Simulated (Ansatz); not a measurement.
[Ln(H2O)6]3+: PBE0-D4/def2-TZVP single points in Ansatz on relaxed structures, gas phase. Core potentials for Ce, Dy, Eu, Gd, Ho, Nd, Sm, Tb, Tm, Yb, no spin–orbit coupling. HOMO and LUMO are taken over both spins. With an open 4f shell the SCF may have ended above the lowest state. The structures are stationary points that may keep the symmetry of their start. Remarks come from the PBE and PBE0 runs and from stability tests at other levels; not every state was tested.

```
                 species  atoms    state            geometry  HOMO (eV)  LUMO (eV)  gap (eV)  point group (within 0.1 Å)                               remarks
[Ce(H2O)6]3+ (CeO6H12³⁺)     19  doublet     PBE-D4/def2-SVP     -20.23     -14.13      6.11                           –                                     –
[Nd(H2O)6]3+ (NdO6H12³⁺)     19  quartet  r2SCAN-D4/def2-SVP     -22.56     -15.54      7.01                           –                                     –
[Sm(H2O)6]3+ (SmO6H12³⁺)     19   sextet     PBE-D4/def2-SVP     -22.53     -17.53      5.00                           –                                     –
[Eu(H2O)6]3+ (EuO6H12³⁺)     19   septet  r2SCAN-D4/def2-SVP     -22.65     -18.48      4.18                           –  spin-contaminated (⟨S²⟩ up to 12.17)
[Gd(H2O)6]3+ (GdO6H12³⁺)     19    octet     PBE-D4/def2-SVP     -22.71     -13.49      9.22                          Th                                     –
[Tb(H2O)6]3+ (TbO6H12³⁺)     19   septet  r2SCAN-D4/def2-SVP     -22.17     -14.31      7.87                          Th                                     –
[Dy(H2O)6]3+ (DyO6H12³⁺)     19   sextet     PBE-D4/def2-SVP     -22.76     -15.19      7.58                           –                                     –
[Ho(H2O)6]3+ (HoO6H12³⁺)     19  quintet     PBE-D4/def2-SVP     -22.86     -14.86      8.01                          Th                                     –
[Tm(H2O)6]3+ (TmO6H12³⁺)     19  triplet  r2SCAN-D4/def2-SVP     -23.04     -16.17      6.87                           –                                     –
[Yb(H2O)6]3+ (YbO6H12³⁺)     19  doublet     PBE-D4/def2-SVP     -22.91     -17.21      5.70                           –                                     –
```

The gap (eV) runs from 4.18 ([Eu(H2O)6]3+) to 9.22 ([Gd(H2O)6]3+).
